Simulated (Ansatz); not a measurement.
(BeSe)4 ring (Be4Se4), relaxed as a singlet with RKS PBE0-D4/def2-SVP in Ansatz, starting from the GFN2-xTB geometry. Force threshold 0.02 eV/Å.

Another isomer (singlet) lies 0.94 eV lower at PBE0-D4/def2-TZVP; other spin states weren't run for this one.

Start:

```xyz
8

Be   -1.585   -1.074    1.276
Be    1.395   -1.820    0.215
Be    1.585    1.076   -1.277
Be   -1.393    1.818   -0.213
Se   -0.167   -2.476    1.267
Se    2.544   -0.632   -0.901
Se    0.160    2.470   -1.279
Se   -2.539    0.637    0.911
```

(1) Estimate the energy that the relaxation releases and the steps that it takes.

(2) Does the start keep its bonding?

(3) Predict the relaxed structure.

Results:

(1) 1.22 eV, in 11 steps; 40 s on 4 threads of Arm Neoverse V2 on a shared host. The force fell under the threshold at step 9, but the optimiser went on. No frequencies were taken in this run, so the end may be a saddle point.

(2) By distances, no bond broke or formed. The bond that changes most is Be4–Se8, from 1.99 to 2.03 Å (atoms count from 1).

(3) 
Cartesian coordinates in Å:
```
Be -1.3119 -0.8857 1.0542
Be 1.1543 -1.5014 0.1751
Be 1.3119 0.8858 -1.0542
Be -1.1542 1.5014 -0.1751
Se -0.4860 -2.6480 0.4910
Se 2.7201 -0.2580 -0.1522
Se -0.1808 1.9724 -1.8883
Se -2.0534 0.9335 1.5494
```
Bond lengths (bridged metal pairs left out): 8 × Be–Se 2.03 Å.
